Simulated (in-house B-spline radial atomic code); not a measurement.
## Solving the quasi-particle equation for 3p of Ti V (Ti4+)

Configuration [Ne] 3s2 3p6, start r2SCAN, empty levels kept to 1000 hartree. Computed with a B-spline radial code for spherical atoms: all electrons, scalar-relativistic (spin-free one-electron X2C), finite nucleus, each spin shell either full or empty, empty states to l = 9 with an (l + 1/2)⁻⁴ tail; G0W0 by contour deformation at full frequency.

At the mean-field level ε = -90.31 eV the matrix elements are Σx = -39.166 eV, v_xc = -30.181 eV and Σc(ε) = -0.677 eV, and the slope of the correlation self-energy is dΣc/dω = -0.0498. The quasi-particle energy solves E = ε + Σx − v_xc + Σc(E).

(1) What does the linearised equation give?

(2) How does that compare with the full solution and with static screening?

Answers

(1) Z = 1/(1 − dΣc/dω) = 1/1.0498 = 0.9526. The first-order shift is Σx − v_xc + Σc(ε) = -39.166 − (-30.181) + (-0.677) = -9.662 eV, so E ≈ ε + Z × shift = -90.31 + 0.9526 × (-9.662) = -99.514 eV.

(2) Solving the equation at full frequency dependence gives E = -99.496 eV, where Σc = -0.201 eV and the weight is 0.948; the linearised value is off by 18 meV. Leaving Z out would give -99.972 eV. Static COHSEX puts -3.976 eV in place of Σc and gives -103.271 eV, 3.77 eV deeper. The tabulated removal energy is 99.299 ± 0.012 eV (NIST, measured); the run leaves out spin-orbit coupling, Breit and QED terms.
